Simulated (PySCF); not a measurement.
**Static response to an electric field**

Species: SnF₄.
Structure used (PBE0-D3(BJ)/def2-SVP), in Å, numbered top down from 1:
```xyz
5
SnF4 angstrom
Sn    -0.0011   -0.0001    0.0003
F     -0.0050   -0.0173    1.9023
F      1.7929    0.0092   -0.6320
F     -0.8971    1.5593   -0.6196
F     -0.8896   -1.5511   -0.6510
```

Level: wB97X-D/def2-SVPD (PySCF), static field, nuclei fixed, core orbitals frozen in the response. The polarisability tensor in these axes (au):

```
x   33.30 -0.01 -0.01
y   -0.01 33.36  0.01
z   -0.01  0.01 33.33
```

**Question.** Diagonalise the tensor; give its mean and Δα, where Δα² is half the sum of the squared differences of the eigenvalues.

**Answer.** Principal values 33.29, 33.33 and 33.36 au; mean 33.33 au = 4.94 Å³ = 5.49 × 10⁻⁴⁰ C²·m²/J; Δα = 0.06 au (0 % of the mean). Point group Td makes the tensor isotropic, so any spread comes from the grid or from a geometry that is symmetric only within 0.08 Å.

**Question.** What is the dipole moment?

**Answer.** 0.01 D; point group Td allows none, and the residue is numerical.

**Question.** Refractivity n − 1 of an ideal gas of it at 500 K and 1 atm, from the electronic α?

**Answer.** N = p/kT = 1.4678 × 10¹⁹ cm⁻³, so n − 1 = 2π × N × 4.94 × 10⁻²⁴ cm³ = 455 × 10⁻⁶ at long wavelengths.

**Question.** In TDDFT the mean static polarisability is Σ f/ω² over all singlet excitations (ω in hartree). How much of it do the 10 lowest give? Their energies (eV) and oscillator strengths: 6.83, 0.0000; 6.83, 0.0000; 6.83, 0.0000; 7.09, 0.0000; 7.09, 0.0000; 7.23, 0.0920; 7.23, 0.0919; 7.23, 0.0920; 9.00, 0.1000; 9.00, 0.1011.

**Answer.** They add up to 5.75 au, 17.2 % of the 33.33 au; the largest single term is 1.30 au, from the state at 7.23 eV. Terms in order: 0.00, 0.00, 0.00, 0.00, 0.00, 1.30, 1.30, 1.30, 0.91, 0.92 au. Higher excitations give the rest. The strengths listed sum to 0.477.

**Question.** Find the Langevin capture rate constant for H3+ (3.023 u) meeting this molecule (195.896 u), k = 2.342 × 10⁻⁹ cm³/s × √(α in Å³ / reduced mass in u).

**Answer.** The reduced mass is 2.98 u, so k = 3.02 × 10⁻⁹ cm³/s.

Geometry: PBE0-D3(BJ)/def2-SVP; no solvent, vibrations or thermal averaging. Atoms past krypton carry effective core potentials; spin–orbit coupling is left out.
